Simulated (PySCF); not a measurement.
SCF from a fresh guess for sextet TcCl2, at the PBE0 minimum. PySCF input:

```python
from pyscf import gto, scf, dft
mol = gto.M(atom='''
Tc    -0.000000     0.000000     0.000000
Cl     2.299570    -0.000000    -0.000000
Cl    -2.299570     0.000000     0.000000''',
    basis={'Tc': 'def2-SVP', 'Cl': 'def2-SVP'},
    ecp={'Tc': 'def2-SVP'},
    charge=0, spin=5)
mf = dft.UKS(mol, xc='B3LYP')
mf.grids.atom_grid = (50, 194)
aux = {'Tc': 'def2-universal-JKFIT', 'Cl': 'def2-universal-JKFIT'}
mf = mf.density_fit(auxbasis=aux)
mf.conv_tol = 1e-08
mf.diis_space = 10
mf.max_cycle = 60
mf.init_guess = 'minao'
mf.verbose = 4
mf.kernel()
```

Excerpt of the output (cycles alone):

```
init E= -992.550333466741
cycle= 1 E= -1000.97189114195  delta_E= -8.42  |g|= 0.278  |ddm|=  2.2
cycle= 2 E= -1001.00145842615  delta_E= -0.0296  |g|= 0.206  |ddm|= 0.652
cycle= 3 E= -1001.02270316159  delta_E= -0.0212  |g|= 0.0165  |ddm|= 0.278
cycle= 4 E= -1001.02262104466  delta_E= 8.21e-05  |g|= 0.028  |ddm|= 0.0556
cycle= 5 E= -1001.02310122994  delta_E= -0.00048  |g|= 0.00233  |ddm|= 0.0359
cycle= 6 E= -1001.02310998491  delta_E= -8.75e-06  |g|= 0.00112  |ddm|= 0.0083
cycle= 7 E= -1001.02311096563  delta_E= -9.81e-07  |g|= 0.000143  |ddm|= 0.00229
cycle= 8 E= -1001.02311100216  delta_E= -3.65e-08  |g|= 1.2e-05  |ddm|= 0.00053
cycle= 9 E= -1001.02311100232  delta_E= -1.59e-10  |g|= 1.13e-06  |ddm|= 3.23e-05
Extra cycle  E= -1001.02311100232  delta_E= -1.36e-12  |g|= 5.64e-07  |ddm|= 2.96e-06
converged SCF energy = -1001.02311100232  <S^2> = 8.7587597  2S+1 = 6.0029192
```

No lower solution of this spin was found from smeared starts or by a stability analysis within the unrestricted form.

Open d and f shells are described by one determinant, and the ground state may have another occupation or spin.

The search for the lowest solution, 3 starts and the stability check together, took 7.8 s on 2 threads of a shared Arm Neoverse V1 host, with 67 basis functions; the process peaked at 0.33 GiB. Launch command: `OMP_NUM_THREADS=2 python axn.py task.json out`.
